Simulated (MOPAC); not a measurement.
MOPAC input (PM7):

```
PM7 1SCF CHARGE=-1 GEO-OK AUX(PRECISION=9) THREADS=1
H4BN2O

N     1.38397500 1   -0.41132400 1    0.37474900 1
B     0.11002600 1   -0.03673200 1    0.01435600 1
N    -1.15461700 1   -0.83298900 1   -0.01215600 1
O    -0.14619000 1    1.30553500 1   -0.44950800 1
H     1.45996500 1   -1.37931900 1    0.68127400 1
H    -1.99688800 1   -0.28178200 1    0.09352400 1
H    -1.17347300 1   -1.60597300 1    0.63637900 1
H     0.72427200 1    1.71664800 1   -0.42504000 1
```

From the output:

```
                                                       MOPAC v23.2.5 Linux

          FINAL HEAT OF FORMATION =       -109.77162 KCAL/MOL =    -459.28444 KJ/MOL

          COSMO AREA              =         93.92 SQUARE ANGSTROMS
          COSMO VOLUME            =         75.99 CUBIC ANGSTROMS

          IONIZATION POTENTIAL    =          3.046459 EV
          HOMO LUMO ENERGIES (EV) =         -3.046  6.489
          NO. OF FILLED LEVELS    =         12
          MOLECULAR WEIGHT        =         58.8544         POINT GROUP:  C1

          MOLECULAR DIMENSIONS (Angstroms)

            Atom       Atom       Distance
            H     8    H     7     3.97088
            H     6    H     5     3.62869
            N     3    N     1     0.36554

          SCF CALCULATIONS        =          1

   ATOM   CHEMICAL          X               Y               Z
  NUMBER   SYMBOL      (ANGSTROMS)     (ANGSTROMS)     (ANGSTROMS)

     1       N          1.38397500  *  -0.41132400  *   0.37474900  *
     2       B          0.11002600  *  -0.03673200  *   0.01435600  *
     3       N         -1.15461700  *  -0.83298900  *  -0.01215600  *
     4       O         -0.14619000  *   1.30553500  *  -0.44950800  *
     5       H          1.45996500  *  -1.37931900  *   0.68127400  *
     6       H         -1.99688800  *  -0.28178200  *   0.09352400  *
     7       H         -1.17347300  *  -1.60597300  *   0.63637900  *
     8       H          0.72427200  *   1.71664800  *  -0.42504000  *

                             CARTESIAN COORDINATES

   1    N        1.383975000    -0.411324000     0.374749000
   2    B        0.110026000    -0.036732000     0.014356000
   3    N       -1.154617000    -0.832989000    -0.012156000
   4    O       -0.146190000     1.305535000    -0.449508000
   5    H        1.459965000    -1.379319000     0.681274000
   6    H       -1.996888000    -0.281782000     0.093524000
   7    H       -1.173473000    -1.605973000     0.636379000
   8    H        0.724272000     1.716648000    -0.425040000

           Empirical Formula: H4 N2 O B  =     8 atoms

      MOLECULAR POINT GROUP   :   C1

                  EIGENVALUES
 -29.07543 -25.93660 -22.51752 -11.68310 -10.34618  -9.83734  -8.71335  -7.02719
  -6.50980  -4.85516  -4.07361  -3.04646   6.48926   8.22852   8.90810  10.50278
  11.43358  12.27615  12.34704  13.21818

              NET ATOMIC CHARGES AND DIPOLE CONTRIBUTIONS

  ATOM NO.   TYPE          CHARGE      No. of ELECS.   s-Pop       p-Pop
    1          N          -0.745343        5.7453     1.75288     3.99247
    2          B           0.085893        2.9141     0.62575     2.28836
    3          N          -0.679790        5.6798     1.61184     4.06795
    4          O          -0.612409        6.6124     1.81570     4.79671
    5          H           0.205867        0.7941     0.79413
    6          H           0.228151        0.7718     0.77185
    7          H           0.212666        0.7873     0.78733
    8          H           0.304966        0.6950     0.69503
 DIPOLE           X         Y         Z       TOTAL
 POINT-CHG.    -1.504    -0.339     0.751     1.715
 HYBRID        -0.794    -0.234     0.704     1.086
 SUM           -2.298    -0.573     1.455     2.780

          ATOMIC ORBITAL ELECTRON POPULATIONS

     Atom    s        px        py        pz
    1  N   1.75288   1.39549   1.25487   1.34210
    2  B   0.62575   0.76530   0.70531   0.81775
    3  N   1.61184   1.21037   1.26839   1.58919
    4  O   1.81570   1.44278   1.48742   1.86650
    5  H   0.79413
    6  H   0.77185
    7  H   0.78733
    8  H   0.69503

 **********************
 *                    *
 * JOB ENDED NORMALLY *
 *                    *
 **********************

 == MOPAC DONE ==
```

The dipole moment of an ion depends on the origin.

The geometry given is a B3LYP-D3(BJ)/def2-TZVP minimum.
